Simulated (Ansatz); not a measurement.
This geometry of F$_{4}$H$_{4}$OSiTi (11 atoms, charge 0, multiplicity 1) is a first-order saddle point.

These are results of Ansatz, RKS PBE/def2-SVP, not measurements.

```xyz
11
Properties=species:S:1:pos:R:3
Ti -0.191 0.100 -0.115
F -0.378 0.667 1.880
F 1.243 -0.830 0.222
F 0.170 1.726 -0.627
F -0.748 -0.639 -1.611
O -1.939 -0.345 0.683
Si -3.351 -1.157 0.177
H -3.006 -2.565 -0.207
H -4.294 -1.151 1.344
H -3.954 -0.425 -0.984
H -1.380 0.187 1.646
```

Q: Which two structures does it join? (They come from a converged band through this point; their orientation in space is the band's.)

A: Bonds broken: O6–H11. Bonds formed: F2–H11.

Initial state:

```xyz
11
Properties=species:S:1:pos:R:3
Ti 0.023 0.088 -0.004
F 0.295 -0.189 1.727
F 1.680 0.016 -0.563
F -0.416 1.725 -0.438
F -0.685 -1.175 -1.036
O -2.119 -0.061 0.848
Si -3.377 -1.007 0.148
H -3.054 -2.470 0.200
H -4.617 -0.746 0.955
H -3.534 -0.510 -1.249
H -2.023 -0.105 1.819
```

Final state:

```xyz
11
Properties=species:S:1:pos:R:3
Ti -0.277 0.042 -0.233
F -0.339 0.676 2.059
F 1.145 -0.851 0.254
F -0.011 1.748 -0.507
F -0.596 -0.572 -1.840
O -1.882 -0.429 0.568
Si -3.351 -1.170 0.130
H -3.111 -2.623 -0.162
H -4.286 -1.026 1.295
H -3.918 -0.483 -1.077
H -1.201 0.256 1.920
```

Q: How far does it lie above each of them?

A: 12.6 kcal/mol above the first and 2.3 kcal/mol above the second. This is the barrier of this one path; another mechanism may lie lower. The orbitals stay closed-shell, which can raise the energy where a bond breaks towards radicals; this wasn't checked here.

The run took 6.5 min on 4 threads of Arm Neoverse V1 (shared host), peak memory 0.23 GiB.
